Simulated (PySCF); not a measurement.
Cartesian coordinates in Å; atom numbers follow the order of the lines, from 1:
```xyz
18

F    -0.8156    1.2719   -1.7754
C    -0.4915    1.4770   -0.4323
C    -1.4223    0.6335    0.4336
C    -1.3690   -0.8614    0.1122
Si    0.2884   -1.6970    0.5255
C     1.6434   -0.7292   -0.3968
Si    1.3869    1.1376   -0.2042
H    -0.7119    2.5374   -0.2555
H    -2.4490    0.9877    0.2901
H    -1.1540    0.8093    1.4778
H    -1.5945   -0.9896   -0.9483
H    -2.1746   -1.3564    0.6571
H     0.5236   -1.6283    1.9755
H     0.2619   -3.1020    0.0976
H     1.6010   -0.9861   -1.4548
H     2.6329   -1.0164   -0.0487
H     1.7277    1.5995    1.1481
H     2.1079    1.9186   -1.2134
```

A single conformation, relativity neglected, no solvent model. Geometry: GFN2-xTB; shielding tensors at PBE0/pcSseg-1 (GIAO); PySCF.

List the cross peaks expected in HSQC, COSY and HMBC spectra.

Results:



HSQC (one-bond C–H):
| δH | δC |
| --- | --- |
| 5.03 (H8) | 88.6 (C2) |
| 2.81 (H9) | 32.8 (C3) |
| 1.58 (H10) | 32.8 (C3) |
| 1.38 (H11) | 6.1 (C4) |
| 0.67 (H12) | 6.1 (C4) |
| 0.25 (H15) | -14.1 (C6) |
| -0.17 (H16) | -14.1 (C6) |

COSY cross peaks (H two or three bonds apart, from the bond graph; peaks can be absent where the dihedral angle is near 90°):
| δH | δH |
| --- | --- |
| 5.03 (H8) | 4.50 (H18) |
| 5.03 (H8) | 4.17 (H17) |
| 5.03 (H8) | 2.81 (H9) |
| 5.03 (H8) | 1.58 (H10) |
| 4.50 (H18) | 4.17 (H17) |
| 4.50 (H18) | 0.25 (H15) |
| 4.50 (H18) | -0.17 (H16) |
| 4.46 (H14) | 4.26 (H13) |
| 4.46 (H14) | 1.38 (H11) |
| 4.46 (H14) | 0.67 (H12) |
| 4.46 (H14) | 0.25 (H15) |
| 4.46 (H14) | -0.17 (H16) |
| 4.26 (H13) | 1.38 (H11) |
| 4.26 (H13) | 0.67 (H12) |
| 4.26 (H13) | 0.25 (H15) |
| 4.26 (H13) | -0.17 (H16) |
| 4.17 (H17) | 0.25 (H15) |
| 4.17 (H17) | -0.17 (H16) |
| 2.81 (H9) | 1.58 (H10) |
| 2.81 (H9) | 1.38 (H11) |
| 2.81 (H9) | 0.67 (H12) |
| 1.58 (H10) | 1.38 (H11) |
| 1.58 (H10) | 0.67 (H12) |
| 1.38 (H11) | 0.67 (H12) |
| 0.25 (H15) | -0.17 (H16) |

HMBC (two and three bonds, from the bond graph):
| δH | δC |
| --- | --- |
| 5.03 (H8) | 32.8 (C3), 6.1 (C4), -14.1 (C6) |
| 4.50 (H18) | 88.6 (C2), 32.8 (C3), -14.1 (C6) |
| 4.46 (H14) | 32.8 (C3), 6.1 (C4), -14.1 (C6) |
| 4.26 (H13) | 32.8 (C3), 6.1 (C4), -14.1 (C6) |
| 4.17 (H17) | 88.6 (C2), 32.8 (C3), -14.1 (C6) |
| 2.81 (H9) | 88.6 (C2), 6.1 (C4) |
| 1.58 (H10) | 88.6 (C2), 6.1 (C4) |
| 1.38 (H11) | 88.6 (C2), 32.8 (C3), -14.1 (C6) |
| 0.67 (H12) | 88.6 (C2), 32.8 (C3), -14.1 (C6) |
| 0.25 (H15) | 88.6 (C2), 6.1 (C4) |
| -0.17 (H16) | 88.6 (C2), 6.1 (C4) |

Scale: 1H (σref 31.72) and 13C (σref 186.93) vs TMS (reference shieldings calculated alike).

Shifts are as computed. Against solution values, carbons near 30 ppm lie about +3 ppm off and those near 130 ppm about +5 ppm. Of 1211 compounds with measured shifts, 218 miss one by over three times the rms of a fit or turn the order of signals round; such compounds aren't used in these exercises.
